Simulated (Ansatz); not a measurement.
Be2O3⁻, relaxed as a quartet with UKS r2SCAN-D4/def2-TZVPD in Ansatz, starting from the r2SCAN-D4/def2-TZVPD geometry of the charge -1 doublet. Force threshold 0.02 eV/Å.

The highest occupied level of the charge -1 quartet lies above zero (up to 1.23 eV). It is a level of α spin, whose loss leaves a triplet; that state wasn't run at this geometry and level. The electron is either unbound and held by the finite basis, or the level is raised by self-interaction error. The relaxation made no stability test and no search for a lower SCF solution. At r2SCAN-D4/def2-TZVPD a doublet of charge -1 lies 3.31 eV below the quartet, each at its own geometry. The structure comes from a short search, and lower isomers may exist.

Start:

```xyz
5

Be    0.315   -0.187    1.388
Be   -0.313    0.187   -1.389
O     0.624   -0.375    2.770
O    -0.629    0.373   -2.769
O     0.003    0.002   -0.001
```

(1) Estimate the energy that the relaxation releases and the steps that it takes.

(2) Does the start keep its bonding and symmetry?

(3) Predict the relaxed structure.

Answers

(1) 40.4 kJ/mol, in 16 steps; 2.9 min on 4 threads of Arm Neoverse V2 on a shared host. The force fell under the threshold at step 4, but the optimiser went on and released 0.279 eV more. No frequencies were taken in this run, so the end may be a saddle point.

(2) By distances, no bond broke or formed. The bond that changes most is Be2–O4, from 1.43 to 1.53 Å (atoms count from 1). Point group D∞h at the start, Cs at the end, both within 0.05 Å.

(3) 
```xyz
5

Be    0.3071   -0.1458    1.2895
Be   -0.6399   -0.2849   -1.4172
O     0.7346   -0.2126    2.7061
O    -0.3088    0.7162   -2.5302
O    -0.0930   -0.0730   -0.0481
```
Bond lengths (bridged metal pairs left out): 4 × Be–O 1.40 to 1.53 Å.
